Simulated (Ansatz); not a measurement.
C4H11AlO (`C[CH2][Al]([OH])[CH2]C`), relaxed with RKS PBE-D4/def2-SVP in the Gaussian-basis code of Ansatz from a rough embedded geometry. The force threshold is 0.03 eV/Å; the program also tests the step.

Total charge 0; spin multiplicity 1.

Start:

```xyz
17

C    -1.055    0.485    2.000
C    -0.383   -0.748    1.519
Al   -0.514   -0.841   -0.443
O    -1.377   -2.288   -1.337
C     0.225    0.631   -1.582
C     1.698    0.837   -1.317
H    -2.165    0.491    1.779
H    -1.009    0.509    3.148
H    -0.604    1.456    1.640
H    -0.858   -1.633    1.939
H     0.696   -0.712    1.796
H    -0.606   -2.903   -1.445
H     0.055    0.419   -2.597
H    -0.311    1.612   -1.308
H     2.111    1.664   -1.959
H     1.860    1.110   -0.253
H     2.236   -0.088   -1.580
```

| step | energy (eV) | largest force (eV/Å) | largest move (Å) |
| --- | --- | --- | --- |
| 1 | -12953.6506 | 2.249 | 0.000 |
| 2 | -12954.0844 | 1.542 | 0.140 |
| 3 | -12954.1730 | 2.838 | 0.180 |
| 4 | -12954.2202 | 2.748 | 0.192 |
| 5 | -12954.3866 | 0.352 | 0.200 |
| 6 | -12954.4350 | 0.172 | 0.200 |
| 7 | -12954.4429 | 0.433 | 0.200 |
| 8 (rejected) | -12954.4349 | 0.924 | 0.111 |
| 9 | -12954.4519 | 0.162 | 0.056 |
| 10 | -12954.4542 | 0.016 | 0.038 |
| 11 | -12954.4557 | 0.082 | 0.059 |
| 12 | -12954.4570 | 0.108 | 0.102 |
| 13 | -12954.4582 | 0.066 | 0.020 |
| 14 | -12954.4596 | 0.045 | 0.068 |
| 15 | -12954.4603 | 0.044 | 0.056 |
| 16 | -12954.4607 | 0.044 | 0.037 |
| 17 | -12954.4611 | 0.047 | 0.051 |
| 18 | -12954.4615 | 0.019 | 0.032 |

End:

```xyz
17

C    -0.801    0.516    2.014
C    -0.536   -0.882    1.425
Al   -0.433   -0.954   -0.551
O    -0.902   -2.369   -1.431
C     0.230    0.537   -1.657
C     1.588    1.124   -1.227
H    -1.789    0.917    1.704
H    -0.788    0.521    3.125
H    -0.042    1.257    1.682
H    -1.295   -1.610    1.791
H     0.435   -1.274    1.810
H    -1.262   -3.164   -1.008
H     0.267    0.197   -2.715
H    -0.546    1.338   -1.636
H     1.896    1.988   -1.854
H     1.575    1.483   -0.176
H     2.404    0.374   -1.296
```

It took 73 s on 4 threads of an Intel Xeon on a shared host, with 0.21 GiB of host memory at the peak.
